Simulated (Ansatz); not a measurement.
Total energies of `[NH2][AlH][CH2]Br`.

Cartesian coordinates in Å:
```
N 1.4109 -0.6567 -0.8908
Al 0.2695 0.5844 -0.3649
C -1.3663 0.0201 0.5490
Br -0.6043 0.4681 2.3312
H 1.3060 -1.6476 -0.7469
H 2.3165 -0.4587 -1.2844
H 0.5594 2.1073 -0.6581
H -1.6219 -1.0362 0.5999
H -2.2698 0.6194 0.4650
```

Charge 0, multiplicity 1. Correlated methods include outer-core shells of Br, which these sets cover unevenly. Scalar relativity is left out up to krypton. All single points use the PBE0-D4/def2-TZVP geometry. It is one conformer, not always the lowest. Basis def2-TZVPP, the Gaussian-basis code of Ansatz.

RPA on PBE orbitals: Hartree–Fock energy of these orbitals -2909.60236 Eh, correlation -1.20291 Eh (frozen core).

```tsv
functional	energy without D4 (Eh)	D4 term (kJ/mol)
LDA (SPW92)	-2907.08537	–
PBE	-2911.88863	-17.6
revPBE	-2912.23369	-48.4
BLYP	-2912.52526	-38.0
r2SCAN	-2912.44215	-4.2
B97M-V	-2912.01328	–
PBE0	-2912.01185	-15.0
B3LYP	-2912.59689	-28.6
r2SCANh	-2912.43498	-4.6
r2SCAN0	-2912.42527	-5.1
HSE06 (plane-wave form)	-2912.00480	-14.1
BHLYP	-2912.47419	-23.9
CAM-B3LYP	-2912.62270	-15.5
LC-ωPBE	-2912.04285	–
ωB97X-V	-2912.23496	–
ωB97M-V	-2912.33312	–
B2PLYP	-2911.95882	–
PBE-QIDH	-2911.60339	–
```

B3LYP takes the VWN-RPA correlation (the form of Gaussian; ORCA's B3LYP/G). HSE06 is the plane-wave form, built on full-range PBE exchange. The double hybrids freeze the cores in their second-order part.

LC-ωPBE has ω = 0.4 bohr⁻¹.
